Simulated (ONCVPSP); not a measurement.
# rhenium (Re): one change to an ONCV potential, before and after

- Element: rhenium
- Generator: ONCVPSP 4.0.1
- Type: optimised norm-conserving Vanderbilt (ONCV)
- Functional: PBE
- Relativity: scalar-relativistic
- Frozen core: [Kr] 4d10 4f14
- Valence charge: 15
- Reference configuration: 5s2 5p6 5d4 (charge +3)
- Partial waves: 5s: rc 1.20 bohr, ncon 4, nbas 8, qcut 6 1/bohr, 2 projectors, debl 2.5 Ha; 5p: rc 1.75 bohr, ncon 4, nbas 8, qcut 9.3 1/bohr, 2 projectors, debl 2.8 Ha; 5d: rc 2.60 bohr, ncon 5, nbas 9, qcut 6.7 1/bohr, 2 projectors, debl 2.5 Ha
- Local potential: polynomial inside 1.15 bohr (lpopt 5, dvloc0 3 Ha)
- Core correction: none

In the s channel the program set the typed energies aside and used -4.227, 0.250 Ha. In the p channel the program set the typed energies aside and used -2.813, 0.250 Ha.

Change: s: qcut 3.9; p: qcut 6.1; d: qcut 4.4.

Cutoffs: the cutoffs (Ha) at which the residual kinetic energy of the hardest occupied pseudo-wave falls to 1 and 0.1 mHa per electron; they do not see the model core or the augmentation charge, which bear on the density cutoff. Errors are all-electron minus pseudo energies relative to the spin-unpolarised reference configuration.

Problem. What does the change do?

Solution. The potential gets harder (110 Ha and 130 Ha → 125 Ha and 167 Ha); of the 4 tests that both files solve, the error grows in 3 and shrinks in 1 by more than 15 % and 0.3 meV (median size 21.6 → 29.7 meV); neither file shows a bound ghost.

```tsv
quantity	base	changed
cutoff, loose	110 Ha	125 Ha
cutoff, tight	130 Ha	167 Ha
loose cutoff by channel	s 110 Ha, p 24 Ha, d 14 Ha	s 125 Ha, p 12 Ha, d 17 Ha
bound ghosts	none	none
GHOST(+) flags under 300 eV	s at 214.4 eV	d at 268.2 eV, s at 270.5 eV
error for 5s2 5p6 5d5 6s2, meV [ΔE -52.70 eV]	+33	+14
error for 5s2 5p6 5d5 6s1, meV [ΔE -43.45 eV]	+22	+28
error for 5s2 5p6 5d5, meV [ΔE -27.13 eV]	+10	+43
error for 5s2 5p6 5d5 6p2, meV [ΔE -42.82 eV]	+21	+32
s: phases at 1.22 bohr within 0.05 rad from the reference energy up to (Ha; the scan ends near 5)	to the end of the scan	to the end of the scan
p: phases at 1.77 bohr within 0.05 rad from the reference energy up to (Ha; the scan ends near 5)	to the end of the scan	to the end of the scan
d: phases at 2.65 bohr within 0.05 rad from the reference energy up to (Ha; the scan ends near 5)	3.5	3.6
```
